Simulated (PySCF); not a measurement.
PySCF 2.14 output of an unrestricted LDA calculation on a single atom or ion in aug-cc-pVTZ-PP with ECP10MDF (6s5p4d2f, 55 functions), with a scalar-relativistic core potential:

```
SCF conv_tol = 1e-09
number electrons alpha = 14  beta = 9
    P. A. M. Dirac.,  Math. Proc. Cambridge Philos. Soc. 26, 376 (1930)
    F. Bloch.,  Z. Phys. 57, 545 (1929)
    S. H. Vosko, L. Wilk, and M. Nusair.,  Can. J. Phys. 58, 1200 (1980)
cycle= 1 E= -413.96389325772  delta_E= -0.0124  |g|= 0.124  |ddm|= 0.457
cycle= 2 E= -413.965096878564  delta_E= -0.0012  |g|= 0.0733  |ddm|= 0.147
cycle= 3 E= -413.965858318925  delta_E= -0.000761  |g|= 0.00209  |ddm|= 0.0621
cycle= 4 E= -413.965859869771  delta_E= -1.55e-06  |g|= 1.49e-05  |ddm|= 0.00348
cycle= 5 E= -413.965859869846  delta_E= -7.49e-11  |g|= 1.45e-06  |ddm|= 1.89e-05
converged SCF energy = -413.965859869846  <S^2> = 8.7505298  2S+1 = 6.0001766
```

The run itself started from symmetry-adapted Hartree-Fock orbitals and held the occupation by maximum overlap, on a logarithmic radial grid, so the iterations belong to that start.

Question: Which element, charge and spin multiplicity is this?

Answer: Br²⁺ (bromine, charge +2), multiplicity 6; the state was [Ar] 3d10 4s1 4p3 4d1, high-spin 6D determinant (an excited configuration).

Energies and moments cover only the electrons outside the core potential. The outer electron is Rydberg-like, and this basis confines it to a smaller radius and binds it less than a complete one would.
